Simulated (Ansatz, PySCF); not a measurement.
Gas-phase reaction R1 → P1 + P2, each structure at its B3LYP-D3(BJ)/def2-TZVP stationary point, reached from a drawn start (curvature not checked).
P1, IrO (SMILES [O]=[Ir]) (charge 0, multiplicity 4):
```xyz
2

Ir    -0.009    -0.019    -0.863
O      0.009     0.019     0.863
```
R1, IrO2 (SMILES [O]=[Ir]=[O]) (charge 0, multiplicity 2, Z-matrix in Å and degrees):
```
Ir
O 1 1.6981
O 1 1.6982 2 172.49
```
P2: O atom, charge 0, multiplicity 3.

| level | reaction energy (kJ/mol) | cost |
|---|---|---|
| HF/def2-SVP | 104.1 | - |
| HF/def2-TZVPP | 148.9 | - |
| HF/def2-QZVPP | 150.9 | - |
| SVWN5/def2-TZVPP | 757.7 | ×0.6 |
| PBE/def2-TZVPP | 632.0 | ×1 |
| BLYP/def2-TZVPP | 601.4 | ×1 |
| revPBE/def2-TZVPP | 594.2 | ×1 |
| r2SCAN/def2-TZVPP | 558.5 | ×2 |
| B97M-V/def2-TZVPP | 545.0 | ×2 |
| B3LYP/def2-TZVPP | 538.5 | ×0.6 |
| PBE0/def2-TZVPP | 533.9 | ×0.7 |
| BHLYP/def2-TZVPP | 418.9 | ×1 |
| M06-2X/def2-TZVPP | 259.3 | - |
| CAM-B3LYP/def2-TZVPP | 536.6 | ×0.7 |
| wB97X-V/def2-TZVPP | 546.4 | ×2 |
| wB97M-V/def2-TZVPP | 535.8 | ×2 |
| B2PLYP/def2-TZVPP | 586.2 | ×2 |
| MP2/def2-SVP | 385.4 | - |
| MP2/def2-TZVPP | 462.5 | - |
| MP2/def2-QZVPP | 476.3 | - |
| MP2/CBS(def2-TZVPP, def2-QZVPP) | 485.0 | - |
| SCS-MP2/def2-SVP | 348.3 | - |
| SCS-MP2/def2-TZVPP | 423.9 | - |
| SCS-MP2/def2-QZVPP | 437.9 | - |
| CCSD/def2-SVP | 399.0 | - |
| CCSD/def2-TZVPP | 461.0 | - |
| CCSD/def2-QZVPP | 471.8 | - |
| CCSD(T)/def2-SVP | 454.2 | ×2 |
| CCSD(T)/def2-TZVPP | 523.9 | ×10 |
| CCSD(T)/def2-QZVPP | 535.2 | ×40 |
| CCSD(T)/CBS(def2-TZVPP, def2-QZVPP) | 542.0 | ×50 |

P less R. No zero-point or thermal terms; open shells are unrestricted; no spin–orbit coupling. The spin states of the d-block species are the ones drawn and need not be the lowest.

Frozen-core correlation throughout. CBS: X⁻³ extrapolation of the correlation energy, Hartree–Fock from the larger set.

Doubts at one or more of the structures used: a spin-contaminated determinant (HF/def2-SVP, HF/def2-TZVPP, HF/def2-QZVPP, MP2/def2-SVP, MP2/def2-TZVPP, MP2/def2-QZVPP, MP2/CBS(def2-TZVPP, def2-QZVPP), SCS-MP2/def2-SVP, SCS-MP2/def2-TZVPP, SCS-MP2/def2-QZVPP, CCSD/def2-SVP, CCSD/def2-TZVPP, CCSD/def2-QZVPP, CCSD(T)/def2-SVP, CCSD(T)/def2-TZVPP, CCSD(T)/def2-QZVPP, CCSD(T)/CBS(def2-TZVPP, def2-QZVPP)); T1 above 0.05 (CCSD/def2-SVP, CCSD/def2-TZVPP, CCSD/def2-QZVPP, CCSD(T)/def2-SVP, CCSD(T)/def2-TZVPP, CCSD(T)/def2-QZVPP, CCSD(T)/CBS(def2-TZVPP, def2-QZVPP)); a doubt about the state reached (CCSD/def2-SVP, CCSD/def2-TZVPP, CCSD/def2-QZVPP, CCSD(T)/def2-SVP, CCSD(T)/def2-TZVPP, CCSD(T)/def2-QZVPP, CCSD(T)/CBS(def2-TZVPP, def2-QZVPP)).

The values were computed with Ansatz (an electronic-structure program); PySCF for M06-2X. Each number belongs to the level named beside it. Elements past Kr take the def2 small-core potentials, without spin–orbit coupling.

Costs are rough ratios of core time to PBE/def2-TZVPP (about 23 s over the structures, on one shared machine); a dash marks a level with no comparable run of its own.
